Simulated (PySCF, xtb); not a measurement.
Cu(OH) (CuHO), SMILES [OH][Cu], multiplicity 1.

Harmonic wavenumbers (cm⁻¹) from GFN2-xTB run with xtb at its own minimum, in rising order: 488, 749, 3682.

Question: What does PySCF with PBE-D3(BJ)/def2-TZVP give at its own minimum? (An estimate is asked for; the answer gives what the named calculation found.)

Answer: 601, 806, 3666. Paired by order, the mean absolute difference is 62 cm⁻¹ and the zero-point energies are 7.0 and 7.3 kcal/mol.
